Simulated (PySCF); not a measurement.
**How methods differ on the interval between two levels of Mg**

Mg [Ne] 3s2 → Mg [Ne] 3s1 4s1 [3S1, M_J = 1], as a difference of total energies. Calculation: PySCF 2.14, in x2c-SVPall-2c with one added diffuse shell each of s, p type (5s5p1d, 25 functions); the two-component X2C-1e Hamiltonian. Correlated levels: [Ne] frozen. "Screened" scales the spin-orbit matrix elements by Boettger's factors to mimic the two-electron term; Breit and QED terms are absent.

| method | interval between two levels (cm⁻¹) | error (cm⁻¹) |
| --- | --- | --- |
| GHF (screened spin-orbit) | 33912 | -7286 |
| GMP2 (screened spin-orbit) | 38030 | -3167 |

Reference: 41197 cm⁻¹ (measured; NIST Handbook of Basic Atomic Spectroscopic Data (Sansonetti and Martin, J. Phys. Chem. Ref. Data 34, 1559 (2005))).

Errors of the correlated levels include the incompleteness of this basis and the frozen core.
